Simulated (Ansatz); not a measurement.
Input file for Ansatz (an electronic-structure program): U-r2SCAN/cc-pV(T+d)Z on H4Si2 (SMILES [SiH][SiH3]), a point of a bond scan (R = 2.011 Å). Files ending in .json are basis or fitting sets from the Basis Set Exchange.

Ansatz 0.2 input:
```yaml
crystal:
  periodic: [false, false, false]
  atoms:
    - {symbol: Si, position_ang: [-0.00338560, 1.03723858, 0.82594973]}
    - {symbol: H, position_ang: [-0.44386711, 1.86151131, -0.37737098]}
    - {symbol: Si, position_ang: [0.02918721, -0.89103927, -0.59790228]}
    - {symbol: H, position_ang: [1.31204384, -0.57988383, -2.11434278]}
    - {symbol: H, position_ang: [-1.32621922, -1.10029411, -1.17841082]}
    - {symbol: H, position_ang: [0.42941234, -2.14745382, 0.08430899]}
basis:
  gaussian:
    orbitals: cc-pV_T+d_Z.json
hamiltonian:
  xc: {name: r2SCAN}
magnetization: {spin_polarized: true, initial_magnetization: 0}
```

The head of its log:

```
WARN ansatz: RAYON_NUM_THREADS=1 ignored (pool sized by the plan → 1); use --threads N
Functional definition: r2SCAN
integrals: 0.05 GiB planned
836 factors; their error is unknown
mean field: 0.50 GiB planned
mean field evaluation 1: about -15815.2613 eV, gradient 9.6e0 eV
mean field evaluation 2: about -15815.3887 eV, gradient 8.5e0 eV
```

Task: Predict the final total energy.

Result: -581.2286 hartree. Its determinant has ⟨S²⟩ = 0.28, a mixture of spin states.
